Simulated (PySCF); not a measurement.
**Shieldings and the share of exact exchange**

Molecule: SMILES CO[BH2-][NH3+], CH8BNO.

Geometry:
| atom | x (Å) | y (Å) | z (Å) |
| --- | --- | --- | --- |
| C1 | 1.492 | -0.355 | -0.162 |
| O2 | 0.558 | -0.854 | -1.055 |
| B3 | -0.666 | -1.374 | -0.547 |
| N4 | -1.700 | -0.050 | -0.376 |
| H5 | 2.442 | -0.163 | -0.688 |
| H6 | 1.698 | -1.056 | 0.671 |
| H7 | 1.187 | 0.611 | 0.302 |
| H8 | -1.263 | -2.062 | -1.368 |
| H9 | -0.625 | -1.850 | 0.591 |
| H10 | -2.646 | -0.355 | -0.146 |
| H11 | -1.727 | 0.454 | -1.264 |
| H12 | -1.388 | 0.599 | 0.347 |

GIAO shieldings (ppm, equivalent atoms averaged) in PySCF 2.14 on the PBE0-D3(BJ)/def2-SVP geometry, basis pcSseg-2, gas phase, non-relativistic:

| functional | exact exchange (%) | σ(C1) | σ(O2) | σ(B3) |
| --- | --- | --- | --- | --- |
| BLYP | 0 | 113.8 | 282.4 | 93.8 |
| BP86 | 0 | 118.2 | 291.3 | 97.0 |
| PBE | 0 | 118.5 | 289.0 | 96.4 |
| B3LYP | 20 | 119.5 | 297.1 | 98.4 |
| PBE0 | 25 | 125.3 | 307.0 | 102.0 |
| mPW1PW91 | 25 | 124.7 | 307.0 | 101.9 |
| HF | 100 | 138.6 | 335.7 | 114.3 |

Q: Fit each shielding as a line in the percentage of exact exchange.

A: σ(C1) = 117.3 + 0.22 x (rms 2.1 ppm); σ(O2) = 289.6 + 0.48 x (rms 4.2 ppm); σ(B3) = 96.0 + 0.19 x (rms 1.3 ppm). The functionals also differ in their semilocal parts, which the line can't hold; Hartree–Fock has no correlation at all.

Q: What does the line predict for BHandHLYP (50 %), and what does the run give?

A: σ(C1): 128.3 predicted, 127.3 computed; σ(O2): 313.6 predicted, 315.1 computed; σ(B3): 105.5 predicted, 104.6 computed ppm.
